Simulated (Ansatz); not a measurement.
C2H8N (SMILES C[NH2+]C), charge +1, singlet, geometry from GFN2-xTB; Ansatz (a program for electronic structure) with SVWN5/6-31G*.

Input for Ansatz:
Ansatz 0.2 input:
```yaml
crystal:
  periodic: [false, false, false]
  atoms:
    - {symbol: C, position_ang: [1.13626145, 0.51800927, -0.17136574]}
    - {symbol: N, position_ang: [0.11223500, -0.53475827, -0.00839106]}
    - {symbol: C, position_ang: [-1.24753940, 0.01218899, 0.17968525]}
    - {symbol: H, position_ang: [2.12079925, 0.07512594, -0.30685866]}
    - {symbol: H, position_ang: [0.90342083, 1.13036038, -1.04048709]}
    - {symbol: H, position_ang: [1.15583745, 1.15586555, 0.71028992]}
    - {symbol: H, position_ang: [0.35547925, -1.11851683, 0.80222890]}
    - {symbol: H, position_ang: [0.11904322, -1.14240726, -0.83770577]}
    - {symbol: H, position_ang: [-1.97014570, -0.79293439, 0.29559530]}
    - {symbol: H, position_ang: [-1.27499751, 0.64006506, 1.06826740]}
    - {symbol: H, position_ang: [-1.52741413, 0.61455989, -0.68250961]}
basis:
  gaussian:
    orbitals: 6-31G*
hamiltonian:
  xc: {name: SVWN5}
total_charge: 1
scf: {lower_state_search: full}
```

The log (banner, timings and long lists left out):

```
Functional definition: SVWN5
878 factors; their error is unknown
mean field evaluation 1: about -3638.4463 eV, gradient 8.4e1 eV
mean field evaluation 2: about -3620.4927 eV, gradient 1.2e2 eV
mean field evaluation 4: about -3654.1723 eV, gradient 7.6e0 eV
mean field evaluation 8: about -3654.2272 eV, gradient 6.8e-2 eV
mean field evaluation 16: about -3654.2272 eV, gradient 3.2e-5 eV
mean field -3654.22722267 eV, -134.2903735090 hartree, gradient 3.0e-5 eV, S^2 0.000000; 0 other end points of the search recorded, 0 dependent functions left out
reference -3654.22724194 eV, -134.2903742170 hartree; 13, 13 occupied and 48, 48 virtual orbitals, 878 factors
Total energy: -3654.22724194 eV, -134.2903742170 hartree
```
